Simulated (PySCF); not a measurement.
**Simulated absorption spectrum**

Compound: C₆H₅F₃.
Geometry (GFN2-xTB, Å), atoms numbered from 1 in this order:
```
atom  x, y, z in Å
F1     2.2559    1.6227    0.3220
C2     1.1656    0.9173    0.0030
C3    -0.0438    1.3865   -0.3011
F4    -0.4068    2.6657   -0.4003
C5    -1.0274    0.2971   -0.4867
C6    -1.2547   -0.5432    0.7459
C7    -0.2413   -0.9727   -0.2639
C8     1.2043   -0.5898    0.0058
F9     2.0184   -1.0721   -1.0000
H10   -1.8041    0.4157   -1.2250
H11   -2.1737   -1.1061    0.8011
H12   -0.9117   -0.1612    1.6955
H13   -0.3945   -1.8605   -0.8567
H14    1.6129   -0.9998    0.9382
```

Level of theory: TDDFT wB97X-D/def2-SVPD, vertical, gas phase, core orbitals frozen in the response (PySCF 2.14.0, density-fitted response routines).

Computed states:

```csv
state,E (eV),f
S1,6.57,0.121
S2,6.89,0.037
S3,7.80,0.035
S4,7.82,0.029
S5,8.02,0.012
S6,8.35,0.031
S7,8.42,0.028
S8,8.86,0.0065
```

Broadening: Gaussians 0.3 eV wide at half height, area fixed by f = 4.319×10⁻⁹ ∫ε dν̃. The cross-section is σ = 3.8235×10⁻²¹ ε cm², given in Mb (10⁻¹⁸ cm²). The width is an assumption, not a result. The curve ends short of the highest state used, and states not computed would add to its high-energy end.

Q: What does the envelope look like, and where are its maxima?

A: 
(E (eV), σ (Mb)): (6.12, 0.07), (6.20, 0.56), (6.27, 2.41), (6.35, 8.85), (6.42, 20.02), (6.49, 33.53), (6.57, 42.10), (6.64, 38.25), (6.71, 28.30), (6.79, 19.37), (6.86, 15.89), (6.94, 12.60), (7.01, 8.38), (7.08, 4.24), (7.16, 1.36), (7.23, 0.37), (7.30, 0.08), (7.38, 0.08), (7.45, 0.39), (7.53, 1.91), (7.60, 5.54), (7.67, 11.93), (7.75, 20.03), (7.82, 23.32), (7.90, 20.30), (7.97, 14.48), (8.04, 9.42), (8.12, 7.12), (8.19, 8.99), (8.26, 13.77)

Maxima: 188 nm (6.58 eV), ε about 11000, made up of S1 (98%); 158 nm (7.82 eV), ε about 6100, made up of S3 (51%) and S4 (43%) (ε in L mol⁻¹ cm⁻¹; maxima over ε = 5, shares over 10%). At its high-energy end, 8.26 eV, the curve is still rising (ε about 3600, from S6 and S7).

Q: What would ε be at 6.58 eV, the highest of these maxima, with half the width (0.15 eV)?

A: About 21700 L mol⁻¹ cm⁻¹ against 11000, a factor of about 1.96; a lone state at its own centre would give exactly 2.

Q: On this curve, what absorbance would a 10⁻⁵ mol/L sample give at 193 nm over a 1 cm path?

A: 193 nm is 6.424 eV, where ε is about 5400 L mol⁻¹ cm⁻¹, so A = ε c l ≈ 0.054 (Beer–Lambert, with the gas-phase spectrum and the assumed width).

Q: Coming from long wavelengths, where does ε first pass 100 L mol⁻¹ cm⁻¹?

A: At about 200 nm (6.18 eV), 0.39 eV below S1.

On an Arm Neoverse V1 with one thread, shared host, this took 1.9 min wall (grids of density and orbitals included) and 0.95 GiB of memory at its peak.
